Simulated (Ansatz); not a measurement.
F$_{4}$Ti, charge -1, doublet, geometry from GFN2-xTB (such geometries of metal compounds can be far from the true shape) (the multiplicity is a formal guess) (a gas-phase anion, which may not be bound at this level); Ansatz (a quantum-chemistry and plane-wave program) with HF/6-31G*.

Here is a job for Ansatz.
Ansatz 0.2 input:
```yaml
crystal:
  periodic: [false, false, false]
  atoms:
    - {symbol: Ti, position_ang: [-0.00000000, -0.00000000, -0.00000000]}
    - {symbol: F, position_ang: [1.24118707, 0.52094629, -1.19108730]}
    - {symbol: F, position_ang: [1.05052930, -0.83865025, 1.19317781]}
    - {symbol: F, position_ang: [-1.25479205, -0.63428937, -1.11972909]}
    - {symbol: F, position_ang: [-1.03692432, 0.95199333, 1.11763858]}
basis:
  gaussian:
    orbitals: 6-31G*
    fitting: {mean_field: def2-universal-JKFIT}
hamiltonian:
  xc: hf
total_charge: -1
magnetization: {spin_polarized: true, initial_magnetization: 1}
```

**Question.** What does Ansatz print? Leave out banner, timings and long lists.

**Answer.** 
```
Functional definition: HF
572 factors; integrals over basis functions are off by at most 1.4e-1 eV
mean field evaluation 1: about -33906.9299 eV, gradient 3.8e1 eV
mean field evaluation 2: about -33904.6192 eV, gradient 5.9e1 eV
mean field evaluation 4: about -33916.9306 eV, gradient 5.0e0 eV
mean field evaluation 8: about -33917.5272 eV, gradient 3.6e-2 eV
mean field evaluation 16: about -33917.1997 eV, gradient 8.3e-1 eV
mean field evaluation 32: about -33917.4108 eV, gradient 1.0e0 eV
mean field evaluation 64: about -33917.4546 eV, gradient 1.8e0 eV
mean field -33917.52721240 eV, -1246.4461349302 hartree, gradient 2.4e-5 eV, S^2 0.752120; 3 other end points of the search recorded, 0 dependent functions left out
reference -33917.52721240 eV, -1246.4461349302 hartree; 30, 29 occupied and 66, 67 virtual orbitals, 572 factors
Total energy: -33917.52721240 eV, -1246.4461349302 hartree
```
